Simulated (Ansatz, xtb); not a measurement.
# Ligand exchange: B(CH3)2(OH) + H2S → B(CH3)2(SH) + H2O

Species: B(CH3)2(OH), singlet; H2S (hydrogen sulfide) `S`, singlet; B(CH3)2(SH), singlet; H2O `O`, singlet. The partners trade OH for SH: B–OH and H–SH bonds give way to B–SH and H–OH.

Shapes, held fixed at every level: PBE0-D4/def2-TZVP. Programs: Ansatz 0.2.0, xtb 6.7.1. The zero-point and thermal change to 298 K, harmonic and unscaled (PBE0-D4/def2-TZVP), is +4.2 kJ/mol.

Problem. Estimate ΔH(298 K) of this reaction.

Solution. The highest level, CCSD(T)/CBS estimate, gives ΔH(298 K) = +50.7 kJ/mol; the levels span +49.1 to +59.8. The column of differences is taken from that level and isn't an error. No measured value is set beside it here. The CBS estimate extrapolates MP2 from def2-TZVPP and def2-QZVPP and adds CCSD(T) − MP2 in the triple-zeta set, cores frozen. Times are processor times on shared x86 and Arm servers, and rough.

```
               level                    kind  ΔH(298 K) (kJ/mol)  less CCSD(T)/CBS estimate  CPU time (sum over the molecules)
            GFN1-xTB          semi-empirical               +56.1                       +5.4                             0.11 s
    SPW92/def2-TZVPP                     LDA               +54.8                       +4.1                              8.6 s
r2SCAN-D4/def2-TZVPP                meta-GGA               +53.1                       +2.4                               23 s
 B3LYP-D4/def2-TZVPP           global hybrid               +56.9                       +6.2                               24 s
 BHLYP-D4/def2-TZVPP           global hybrid               +59.8                       +9.1                            2.8 min
  PBE0-D4/def2-TZVPP           global hybrid               +49.1                       -1.6                               16 s
  wB97X-V/def2-TZVPP  range-separated hybrid               +57.4                       +6.7                               41 s
CCSD(T)/CBS estimate   coupled cluster or CI               +50.7                        0.0                            9.4 min
```
